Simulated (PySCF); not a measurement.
**Ionisation energy of Te²⁶⁺ by level of theory**

Te²⁶⁺ [Ar] 3d8 (3F) → Te²⁷⁺ [Ar] 3d7 (4F), as a difference of total energies. Calculation: PySCF 2.14, in an even-tempered Gaussian basis (19 s from 3.4 bohr⁻², ratio 2.5; 13 p from 4.4 bohr⁻², ratio 2.5; 8 d from 4.4 bohr⁻², ratio 2.5; 4 f from 20 bohr⁻², ratio 2.7; 3 g from 30 bohr⁻², ratio 2.7); scalar relativity by spin-free X2C-1e. Correlated levels: outer shells: [Ne] frozen; virtual orbitals above 40 to 60 times the deepest correlated orbital energy dropped. The calculations carry no spin-orbit coupling.

| method | ionisation energy (eV) |
| --- | --- |
| UHF | 1458.9 |
| LDA | 1460.3 |
| PBE | 1460.0 |
| PBE0 | 1460.2 |
| r2SCAN | 1461.0 |
| BLYP | 1459.8 |
| MN15 | 1460.3 |
| MP2 (outer shells) | 1460.4 |
| SCS-MP2 (outer shells) | 1460.3 |

A first-order spin-orbit estimate (lowest level to lowest level, LS coupling) adds -0.204 eV.

Breit and QED terms and the two-electron picture change are absent.

For comparison: 1455 ± 4 eV (theoretical estimate listed by NIST; NIST Atomic Spectra Database, ionization energies).
